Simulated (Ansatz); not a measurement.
# Which is lower?

The two ends of one reaction step of SiH₄BrCl, closed shell (PBE0-D4/def2-TZVP).

A:

| atom | x (Å) | y (Å) | z (Å) |
| --- | --- | --- | --- |
| Si1 | -0.3828 | 0.8747 | -0.1871 |
| Br2 | 0.5601 | -2.6460 | -0.0421 |
| H3 | 0.1173 | 0.4995 | -1.5278 |
| H4 | -1.5999 | 0.1092 | 0.1606 |
| Cl5 | -0.8751 | 2.8737 | -0.2256 |
| H6 | 1.5120 | -2.3974 | 0.9835 |
| H7 | 0.6684 | 0.6865 | 0.8385 |

B:

Si1  (-0.983, -0.017, -1.004)
Br2  (0.089, -1.824, -0.331)
H3  (-0.693, 0.191, -2.436)
H4  (-2.422, -0.203, -0.735)
Cl5  (-0.335, 1.618, 0.033)
H6  (1.912, 0.103, 1.968)
H7  (2.431, 0.133, 2.504)
(Å)

Program: Ansatz 0.2.0. Basis: def2-TZVPP. Cores are frozen in the correlated methods. Filled d shells of the heavier atoms are correlated. The def2 sets are not built for correlating such inner shells, so the correlated values are less sure here. B3LYP uses VWN-RPA correlation.

**Question.** Which structure is lower at CCSD(T), and by how much? (Judge from chemistry; the value comes from the calculation.)

**Answer.** By the calculation: B, by 0.649 eV (electronic energy, against the other). By their contacts, A is a complex of SiH₃Cl ([SiH3][Cl]) + HBr and B is a complex of SiH₂BrCl ([Cl][SiH2][Br]) + H₂.

All methods give the same order:

```csv
method,E(B) − E(A) (eV)
SPW92,-0.645
PBE-D4,-0.727
BLYP-D4,-0.702
r2SCAN-D4,-0.752
B97M-V,-0.670
PBE0-D4,-0.714
B3LYP-D4,-0.688
r2SCAN0-D4,-0.736
BHLYP-D4,-0.676
CAM-B3LYP-D4,-0.636
wB97X-V,-0.677
wB97M-V,-0.703
B2PLYP,-0.685
PBE-QIDH,-0.724
RPA on PBE,-0.597
HF,-0.593
MP2,-0.761
CCSD,-0.618
CCSD(T),-0.649
```

No T1 diagnostic of these runs exceeds 0.008.

Labels in which every atom is bracketed show which atoms are joined, not bond orders.

For scale, one of the runs: CCSD(T)/def2-TZVPP, 188 basis functions, launched by `ansatz run in.yaml --threads 4 --pin off --events-out ev --progress --plain --max-ram 9574MiB`. Time: 37 s of wall clock on 4 CPU threads of an Arm Neoverse V1; the host was shared. Peak host memory: 1.8 GiB.
